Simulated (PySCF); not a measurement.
## PySCF run on Be²⁺

The script input.py:

```python
from pyscf import gto, scf

mol = gto.M(
    atom='Be 0 0 0',
    basis='jorge-dzp',
    charge=2,
    spin=0,
    verbose=3,
)
mf = scf.UHF(mol)
mf = mf.density_fit(auxbasis='def2-universal-jkfit')
mf.kernel()
mf.analyze()
print('orbital energies (hartree):', [e[max(0, n-3):n+3].round(4) for e, n in zip(mf.mo_energy, mol.nelec)])
```

```bash
$ OMP_NUM_THREADS=1 python input.py
```

The log:

```
converged SCF energy = -13.6105779011812  <S^2> = -8.8817842e-16  2S+1 = 1
**** MO energy ****
                             alpha | beta                alpha | beta
MO #1   energy= -5.66721767002609  | -5.66721767002609  occ= 1 | 1
MO #2   energy= -0.66572313546668  | -0.66572313546668  occ= 0 | 0
MO #3   energy= -0.518060519730603 | -0.518060519730603 occ= 0 | 0
MO #4   energy= -0.518060519730603 | -0.518060519730603 occ= 0 | 0
MO #5   energy= -0.518060519730602 | -0.518060519730602 occ= 0 | 0
MO #6   energy= -0.222603353834158 | -0.222603353834158 occ= 0 | 0
MO #7   energy= -0.21614578709665  | -0.21614578709665  occ= 0 | 0
MO #8   energy= -0.216145787096647 | -0.216145787096647 occ= 0 | 0
MO #9   energy= -0.216145787096646 | -0.216145787096646 occ= 0 | 0
MO #10  energy= -0.0922146512908742 | -0.0922146512908742 occ= 0 | 0
MO #11  energy= -0.0922146512908742 | -0.0922146512908742 occ= 0 | 0
MO #12  energy= -0.0922146512908741 | -0.0922146512908741 occ= 0 | 0
MO #13  energy= -0.0922146512908736 | -0.0922146512908736 occ= 0 | 0
MO #14  energy= -0.0922146512908735 | -0.0922146512908735 occ= 0 | 0
MO #15  energy= 7.07811616904678   | 7.07811616904678   occ= 0 | 0

To work with the spin densities directly, `use mulliken_meta_spin()` only printing them here.

 ** Mulliken spin pop alpha/beta on meta-lowdin orthogonal AOs **
 ** Mulliken Spin Density (per atom)  **
spin density of  0 Be =      0.00000
 ** Mulliken pop alpha/beta on meta-lowdin orthogonal AOs **
 ** Mulliken atomic charges   ( Nelec_alpha | Nelec_beta ) **
charge of  0Be =      2.00000  (     1.00000      1.00000 )

WARN: System has nonzero charge 2; the dipole moment is origin-dependent.
Location of origin: [0. 0. 0.]

Dipole moment(X, Y, Z, Debye):  0.00000,  0.00000, -0.00000
orbital energies (hartree): [array([-5.6672, -0.6657, -0.5181, -0.5181]), array([-5.6672, -0.6657, -0.5181, -0.5181])]
```

In short: E(SCF) = -13.610578 Eh.

Run time: 0.9 s on 1 thread of Arm Neoverse V1 (shared host), peak memory 0.12 GiB.

No search for the lowest solution was made.
